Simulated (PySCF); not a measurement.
How methods differ on the ionisation energy of Ir⁶²⁺

Ir⁶²⁺ [Ne] 3s2 3p3 (4S) → Ir⁶³⁺ [Ne] 3s2 3p2 (3P), as a difference of total energies. Calculation: PySCF 2.14, in an uncontracted even-tempered set (17 s from 18 bohr⁻², ratio 2.5; 12 p from 23 bohr⁻², ratio 2.5; 4 d from 89 bohr⁻², ratio 2.7; 4 f from 130 bohr⁻², ratio 2.7); scalar relativity by spin-free X2C-1e. Correlated levels: outer shells: 1s2 frozen; virtual orbitals above 40 to 60 times the deepest correlated orbital energy dropped. The calculations carry no spin-orbit coupling.

```tsv
method	ionisation energy (eV)
UHF	6864.8
MP2 (outer shells)	6865.5
SCS-MP2 (outer shells)	6865.2
CCSD (outer shells)	6865.4
CCSD(T) (outer shells)	6865.4
```

Spin-orbit coupling is strong in these open shells (close to jj coupling). The scalar numbers leave it out and a first-order estimate fails, so it can dominate the gap to the real levels.

The ground level that NIST lists for one species does not belong to the high-spin term computed here, so part of any gap is the choice of state.

Breit and QED terms and the two-electron picture change are absent.

For comparison: 6708 ± 15 eV (theoretical estimate listed by NIST; NIST Atomic Spectra Database, ionization energies).
